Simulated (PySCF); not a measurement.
Excited states of Pr⁵⁺ (praseodymium, charge +5)

Ground state [Xe], ¹S. All numbers are calculated (PySCF 2.14, scalar relativity by spin-free X2C-1e, in x2c-TZVPall with one added diffuse shell each of s, p, d, f type (12s8p8d5f1g, 120 functions)). Vertical excitation energies in eV without spin-orbit coupling; excited terms of each kind are numbered among those the solver found. Frozen: [Kr].

| term | leading excitation | EOM-EE-CCSD |
| --- | --- | --- |
| 1 3D | 5p → f | 10.179 |
| 1 3G | 5p → f | 10.812 |
| 1 1G | 5p → f | 11.481 |
| 1 1F | 5p → f | 12.162 |
| 1 1D | 5p → f | 12.384 |
| 1 3P° | 5p → d | 26.302 |
| 1 3F° | 5p → d | 27.097 |
| 1 1D° | 5p → d | 28.391 |
| 1 3D° | 5p → d | 28.610 |
| 1 1F° | 5p → d | 28.881 |
| 1 1P° | 5p → d | 34.661 |

The spin-orbit splitting of the hole, absent here, rivals or exceeds the spacing of these terms, so the LS terms are model states.

The solver can miss terms.
